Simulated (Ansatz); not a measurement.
Consider the ligand exchange at the Sn–Se bond: `C[Se][SnH]([Cl])[Cl]` + H₂Se → `[Cl][SnH]([Cl])[SeH]` + `C[SeH]`.

Computed with Ansatz on PBE0-D4/def2-TZVP structures; ΔE is electronic, products minus reactants. CCSD(T)/CBS adds triple-zeta CCSD(T) − MP2 to the extrapolated MP2 energy (def2 sets, frozen cores). Functionals use def2-TZVPP. Elements past krypton have def2 core potentials. For Se, Sn outer-core shells are correlated without core-valence functions, which leaves a few kJ/mol of doubt a bond. Scalar relativity is left out up to krypton. One conformer a species, not always the lowest.

Task: Is it downhill or uphill in electronic energy at CCSD(T)/CBS, and by how much? (Estimate.)

Result: The calculation gave: Uphill: ΔE = +9.0 kJ/mol.

Task: What do these levels give: B97M-V, CAM-B3LYP-D4, r2SCANh, CCSD(T)/def2-TZVPP, HF/def2-QZVPP, CCSD/CBS(def2)? (Best estimate.)

Result: Ansatz gave: B97M-V 6.3, CAM-B3LYP-D4 7.0, r2SCANh 5.8, CCSD(T)/def2-TZVPP 7.4, HF/def2-QZVPP -1.2, CCSD/CBS(def2) 7.4 kJ/mol.

Largest T1 diagnostic among the species: 0.011.

Leaving LDA and LC-ωPBE aside and taking each functional with its dispersion term where it has one, the values, not all of them listed here, spread over 4.9 kJ/mol, from B2PLYP to BLYP-D4. LDA lies +4.5 kJ/mol from PBE without D4. The D4 term adds +6.5 kJ/mol with B3LYP and +3.9 kJ/mol with PBE0; it sums over pairs of atoms, weighted by their polarisabilities, and B3LYP, whose exchange is more repulsive, gets the larger term.

B3LYP here is the variant with VWN-RPA as its local correlation; programs differ in this.
